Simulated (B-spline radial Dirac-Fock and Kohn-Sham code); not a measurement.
## Mn⁶⁺ 2p1/2: cross section and angular parameters

System: the Mn⁶⁺ ion, 1s2 2s2 2p6 3s2 3p6 3d1; threshold 785.6 eV (orbital energy of the model). Method: Dirac-Hartree-Slater photoionisation with a Latter tail; cross sections with all multipoles, angular parameters from the dipole term and its interference with E2. Computed with a radial atomic solver.

For linearly polarised light dσ/dΩ = σ/(4π) [1 + β P₂(cos θ) + (δ + γ cos²θ) sin θ cos φ], with θ from the polarisation vector and φ the angle between the beam and the projection of the electron momentum on the plane normal to the polarisation.

| hν (eV) | σ (kb) | β | γ | δ |
| --- | --- | --- | --- | --- |
| 1000 | 186 | 1.399 | 0.024 | 0.016 |
| 1160 | 127 | 1.449 | 0.135 | 0.020 |
| 1486.9 | 64.6 | 1.454 | 0.314 | 0.027 |
| 1490 | 64.2 | 1.454 | 0.315 | 0.027 |
| 2000 | 27.8 | 1.397 | 0.520 | 0.038 |
| 2440 | 15.5 | 1.337 | 0.654 | 0.047 |
| 2630 | 12.3 | 1.311 | 0.703 | 0.052 |
| 4000 | 3.36 | 1.139 | 0.954 | 0.085 |
| 4540 | 2.24 | 1.081 | 1.024 | 0.098 |
| 4600 | 2.15 | 1.075 | 1.031 | 0.100 |
| 4730 | ? | ? | ? | ? |
| 6000 | 0.902 | 0.950 | 1.166 | 0.134 |
| 7190 | 0.494 | 0.864 | 1.252 | 0.161 |
| 8047.8 | 0.337 | 0.811 | 1.304 | 0.181 |
| 9360 | 0.201 | 0.742 | 1.371 | 0.209 |
| 11600 | 0.0955 | 0.647 | 1.460 | 0.255 |

Question: Give the values at 4730 eV.

Answer: σ = 1.96 kb, β = 1.062, γ = 1.046, δ = 0.103.
